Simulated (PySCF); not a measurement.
**Cl+ (chlorine, charge +1) across methods**

[Ne] 3s1 3p4 3d1, one real determinant (an excited configuration). All numbers are calculated (PySCF 2.14, no relativity, point nucleus, in dyall-av2z (13s9p2d, 50 functions)).

```tsv
method	E (hartree)	mean ε 3p α (eV)	mean ε 3p β (eV)	mean ε 3d α (eV)	Σ⟨r²⟩ (bohr²)	⟨S²⟩
UHF	-458.05627	-30.508	-23.049	-9.026	23.43	6.006
BP86	-458.7163	-23.388	-20.299	-5.081	23.31	6.001
r2SCANh	-458.6465	-24.818	-20.557	-5.557	23.28	6.003
PBE	-458.4894	-23.320	-20.060	-5.000	23.27	6.001
revPBE	-458.6043	-23.300	-20.034	-5.021	23.24	6.001
r2SCAN	-458.6494	-24.129	-20.117	-5.138	23.28	6.003
PBE0	-458.5196	-25.290	-21.200	-6.113	23.24	6.002
B3LYP	-458.6752	-24.745	-21.195	-5.733	23.31	6.002
```

Problem. Estimate the same row for LDA.

Solution. E (hartree) = -457.1642; mean ε 3p α (eV) = -23.375; mean ε 3p β (eV) = -20.066; mean ε 3d α (eV) = -4.853; Σ⟨r²⟩ (bohr²) = 23.41; ⟨S²⟩ = 6.001.

⟨L²⟩ = 8.01 against 12 for a pure F term, so this real determinant mixes terms. The outer electron is Rydberg-like, and this basis confines it to a smaller radius and binds it less than a complete one would.
